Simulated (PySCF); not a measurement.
**MgTl: from constants to spectrum**

ROHF-CCSD(T) constants of MgTl, ²Π (doublet), unpaired electrons π ↑ (Mg cc-pVDZ, Tl cc-pVDZ-PP with ECP60; scalar-relativistic core potentials (PySCF 2.14); masses 23.9850 and 204.9744 u):

* ωe: 121.0 cm⁻¹
* ωexe: 1.97 cm⁻¹
* Be: 0.081624 cm⁻¹
* αe: 0.00122 cm⁻¹
* D (centrifugal): 1.49e-07 cm⁻¹
* De to Mg + Tl: 0.232 eV

Question: Give the vibrational terms G(v) and spacings up to v = 6.

Answer: G(v) = ωe(v+½) − ωexe(v+½)².

| v | G(v) (cm⁻¹) | G(v) − G(v−1) | Bv (cm⁻¹) |
| --- | --- | --- | --- |
| 0 | 60.0 |  | 0.08101 |
| 1 | 177.1 | 117.1 | 0.07979 |
| 2 | 290.2 | 113.1 | 0.07857 |
| 3 | 399.4 | 109.2 | 0.07735 |
| 4 | 504.6 | 105.2 | 0.07613 |
| 5 | 605.9 | 101.3 | 0.07491 |
| 6 | 703.3 | 97.4 | 0.07369 |

Question: How well does the Morse estimate ωe²/(4ωexe) reproduce De, and what is D0?

Answer: It gives 0.230 eV, 99 % of the computed De. D0 = De − G(0) = 0.232 − 0.007 = 0.225 eV.

Correlated steps freeze 5 core orbitals. The bond is weak. Basis-set superposition, not corrected here, can be much of De in a small basis, most of all at correlated wavefunction levels. Spin–orbit coupling is left out, which matters for elements this heavy, above all for dissociation energies. The state is the lowest determinant that a PBE0 search found; another state may lie lower at other levels.
